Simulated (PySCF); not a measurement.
SnClBr, SMILES [Cl][Sn][Br] (connectivity only; charge and spin as stated), neutral, multiplicity 1. Geometry optimised at PBE0-D3(BJ)/def2-TZVP. The def2 effective core potentials stand for the cores of Sn; spin–orbit coupling is left out.

All values below come from PySCF with PBE0-D3(BJ)/def2-TZVP.

Harmonic wavenumbers (cm⁻¹): 101, 243, 349. Rotational constants (GHz): 4.062, 1.265, 0.9649; symmetry number 1.

### Question
Work out the zero-point energy and the ideal-gas rigid-rotor harmonic-oscillator thermochemistry at 298.15 K and 1 atm.

### Answer
ZPE = ½ Σ hcν = ½ × 693 cm⁻¹ = 4.14 kJ/mol. H − E(el) = 18.24 kJ/mol. Entropy in J/(mol K): translation 176.79, rotation 119.51, vibration 26.74, total 323.03. G − E(el) = -78.07 kJ/mol. Cp = 55.43 J/(mol K). Modes under 150 cm⁻¹ make the vibrational entropy uncertain.
